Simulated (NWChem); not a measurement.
System: C3H3Cl; SMILES C=C=CCl

NWChem printed, in part:

```
             Northwest Computational Chemistry Package (NWChem) 7.3.0
             --------------------------------------------------------

                             Geometry "geometry" -> ""
                             -------------------------

 Output coordinates in angstroms (scale by  1.889725989 to convert to a.u.)

  No.       Tag          Charge          X              Y              Z
 ---- ---------------- ---------- -------------- -------------- --------------
    1 C                    6.0000     0.36734400     2.31098900     0.00000000
    2 C                    6.0000    -0.16275500     1.11633400     0.00000000
    3 C                    6.0000    -0.71129600    -0.07077600     0.00000000
    4 Cl                  17.0000     0.20529300    -1.54437300     0.00000000
    5 H                    1.0000     0.59826900     2.83107200    -0.93659500
    6 H                    1.0000     0.59826900     2.83107200     0.93659500
    7 H                    1.0000    -1.79463700    -0.22029400     0.00000000

 Effective nuclear repulsion energy (a.u.)     126.0180037362

                              NWChem Property Module
                              ----------------------

  itol2e modified to match energy
  convergence criterion.

                                 NWChem DFT Module
                                 -----------------

 Summary of "ao basis" -> "ao basis" (spherical)
 ------------------------------------------------------------------------------
       Tag                 Description            Shells   Functions and Types
 ---------------- ------------------------------  ------  ---------------------
 C                          pcsseg-1                 7       17   3s3p1d
 Cl                         pcsseg-1                10       24   4s5p1d
 H                          pcsseg-1                 3        5   2s1p

  itol2e modified to match energy
  convergence criterion.

[...]

          -----------------------------------------
          Chemical Shielding Tensors (GIAO, in ppm)
          -----------------------------------------

                                NWChem CPHF Module
                                ------------------

  scftype          =     RHF
  nclosed          =       19
  nopen            =        0
  variables        =     1349
  # of vectors     =        3
  tolerance        = 0.10D-03
  level shift      = 0.00D+00
  max iterations   =       50
  max subspace     =       30

 SCF residual:    2.2937158599953592E-005

Iterative solution of linear equations
  No. of variables     1349
  No. of equations        3
  Maximum subspace       30
        Iterations       50
       Convergence  1.0D-04

   iter   nsub   residual    time
   ----  ------  --------  ---------
     1      3    5.03D-01      18.6
     2      6    3.00D-02      20.4
     3      9    2.68D-03      22.2
     4     12    2.06D-04      24.0
     5     15    1.91D-05      25.8

      Atom:    1  C
        Diamagnetic
    251.4490      9.5032     -0.0000
      9.5032    266.2836     -0.0000
     -0.0000     -0.0000    259.6617

        Paramagnetic
    -93.7222    -30.5877      0.0000
    -30.5877   -146.1310      0.0000
      0.0000      0.0000   -255.1495

        Total Shielding Tensor
    157.7268    -21.0845      0.0000
    -21.0845    120.1526      0.0000
      0.0000      0.0000      4.5122

           isotropic =      94.1305
          anisotropy =     109.5742

          Principal Components and Axis System
                 1           2           3
              167.1800    110.6994      4.5122

      1         0.9125      0.4091     -0.0000
      2        -0.4091      0.9125     -0.0000
      3         0.0000      0.0000      1.0000

      Atom:    2  C
        Diamagnetic
    254.5648     12.2052      0.0000
     12.2052    283.6896      0.0000
      0.0000      0.0000    248.9599

        Paramagnetic
   -286.3878      7.8624     -0.0000
      7.8624   -312.6813     -0.0000
     -0.0000     -0.0000   -307.0486

        Total Shielding Tensor
    -31.8230     20.0676     -0.0000
     20.0676    -28.9918     -0.0000
     -0.0000     -0.0000    -58.0886

           isotropic =     -39.6345
          anisotropy =     -27.6813

          Principal Components and Axis System
                 1           2           3
              -58.0886    -50.5248    -10.2899

      1         0.0000      0.7316      0.6818
      2        -0.0000     -0.6818      0.7316
      3         1.0000     -0.0000     -0.0000

      Atom:    3  C
        Diamagnetic
    249.8245     -6.2436      0.0000
     -6.2436    278.1425      0.0000
      0.0000      0.0000    238.0198

        Paramagnetic
   -227.9543     31.1252     -0.0000
     31.1252   -189.7485      0.0000
     -0.0000      0.0000    -99.7079

        Total Shielding Tensor
     21.8702     24.8815     -0.0000
     24.8815     88.3940      0.0000
     -0.0000      0.0000    138.3119

           isotropic =      82.8587
          anisotropy =      83.1798

          Principal Components and Axis System
                 1           2           3
              138.3119     96.6706     13.5936

      1        -0.0000      0.3156      0.9489
      2         0.0000      0.9489     -0.3156
      3         1.0000     -0.0000      0.0000

      Atom:    4  Cl
        Diamagnetic
   1145.0746     -5.9219     -0.0000
     -5.9219   1152.2704      0.0000
     -0.0000      0.0000   1143.0804

[...]
```

Level: PBE0/pcSseg-1, GIAO. Structure relaxed at the PBE0/def2-SVP level. The output numbers the shielded atoms by their place in the input's list. The printed shielding anisotropy is the first printed principal value minus the mean of the other two.

Reconstruct the input file.

Several could match; the one computed here: the input that was run:
```
start job
memory heap 200 mb stack 900 mb global 1100 mb
geometry units angstroms noautosym nocenter noautoz
  C      0.367344     2.310989     0.000000
  C     -0.162755     1.116334     0.000000
  C     -0.711296    -0.070776     0.000000
  Cl     0.205293    -1.544373     0.000000
  H      0.598269     2.831072    -0.936595
  H      0.598269     2.831072     0.936595
  H     -1.794637    -0.220294     0.000000
end
basis spherical
  * library pcsseg-1
end
dft
  xc pbe0
  iterations 150
end
property
  shielding 6 1 2 3 4 5 7
end
task dft property
```
